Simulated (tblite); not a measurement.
Species: C4H11BrOSi2.
Geometry (GFN2-xTB, Å), atoms numbered from 1 in this order:
```
atom  x, y, z in Å
C1    -2.762    0.759   -0.975
C2    -1.830   -0.295   -0.436
C3    -1.727   -0.532    1.032
C4    -0.583    0.123    0.299
Si5    1.009   -0.818    0.048
Br6    1.256   -1.326   -2.093
O7     2.240    0.141    0.438
Si8    3.823    0.530    0.444
H9    -2.816    1.608   -0.297
H10   -3.764    0.351   -1.098
H11   -2.415    1.109   -1.946
H12   -1.749   -1.164   -1.080
H13   -2.322    0.081    1.693
H14   -1.596   -1.545    1.387
H15   -0.479    1.190    0.467
H16    1.123   -2.086    0.752
H17    4.351   -0.059    1.670
H18    4.434   -0.046   -0.749
H19    3.797    1.987    0.437
```

Calculated harmonic vibrations of the isolated species, GFN2-xTB (tblite), most abundant isotopes, no scaling. This tight-binding method is rough: wavenumbers can miss measured ones by several per cent, in bad cases by 10 to 20. Modes of hydrogen on silicon can be 10 to 20 % off. One conformer, not necessarily the lowest. The optimisation stopped once no atom felt more than 0.01 eV/Å.

Lowest wavenumbers of the output (negative numbers stand for imaginary wavenumbers):
```
mode    cm-1
  1     -25.4
  2       9.5
  3      43.8
  4      52.3
  5      70.4
  6     134.3
  7     173.9
  8     189.0
  9     238.6
 10     255.0
```

**Question.** Is this structure a minimum?

**Answer.** Not by this Hessian. 1 mode is imaginary beyond 20i (25i cm⁻¹), so at this level the point lies at or near a first-order saddle. The curvature is small, so loose convergence or finite differences may be the whole cause.

**Question.** Which atoms move in the imaginary mode?

**Answer.** 25i: H17 (Si–H hydrogen) 35 %, H18 (Si–H hydrogen) 31 %, H19 (Si–H hydrogen) 30 %. These are shares of the mass-weighted motion.

**Question.** What is the remedy?

**Answer.** Step along that mode in both directions, optimise again with tighter thresholds and repeat the frequencies. The zero-point energy of this point (86.1 kcal/mol) counts the 50 real modes alone, and thermal corrections from it aren't those of a minimum.

On Arm Neoverse N1, one thread, shared host with 64 logical CPUs at a one-minute load of 58, this took 1.7 s wall. This covers the Hessian and the dipole derivatives.
